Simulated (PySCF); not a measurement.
Isomers C$_{4}$H$_{8}$O$_{3}$:

A. methoxymethyl acetate (SMILES COCOC(C)=O)
B. SMILES CC1OCOCO1
C. 3-methoxypropanoic acid

Spectrum 1. ¹³C{¹H} NMR (computed): δ 102.7 (CH), 96.2 (CH2), 23.6 (CH3).

Spectrum 2. ¹³C{¹H} NMR (computed): δ 176.4 (C), 72.6 (CH2), 61.6 (CH3), 36.0 (CH2).

Spectrum 3. ¹³C{¹H} NMR (computed): δ 175.2 (C), 97.9 (CH2), 59.1 (CH3), 23.0 (CH3).

PySCF 2.14.0 with density-fitted response routines calculation with σ from GIAO-PBE0/pcSseg-1 and coordinates at the GFN2-xTB level; no solvent model, fast rotation and ring inversion assumed for equivalent nuclei, non-relativistic, one computed conformer.

Shifts are taken against calculated references (same method and geometry level): ¹³C vs TMS. Acid and N–H amide carbonyl carbons lie up to 10 ppm further downfield in solution (hydrogen bonding). Shifts are as computed. Against solution values, carbons near 30 ppm lie about +3 ppm off and those near 130 ppm about +5 ppm. Of 1211 compounds with measured shifts, 218 miss one by over three times the rms of a fit or turn the order of signals round; such compounds aren't used in these exercises.

Question: Which spectrum belongs to which compound?

Answer: 1–B, 2–C, 3–A.

- Spectrum 1 (B): 3 ¹³C signals; δC 102.7 is an sp3 carbon bearing two oxygens; δC 96.2 is an sp3 carbon bearing two oxygens.
- Spectrum 2 (C): 4 ¹³C signals; δC 176.4 is a carboxylic acid carbon; δC 72.6 is an sp3 CH2 bonded to O.
- Spectrum 3 (A): 4 ¹³C signals; δC 175.2 is an ester carbonyl carbon; δC 97.9 is an sp3 carbon bearing two oxygens.
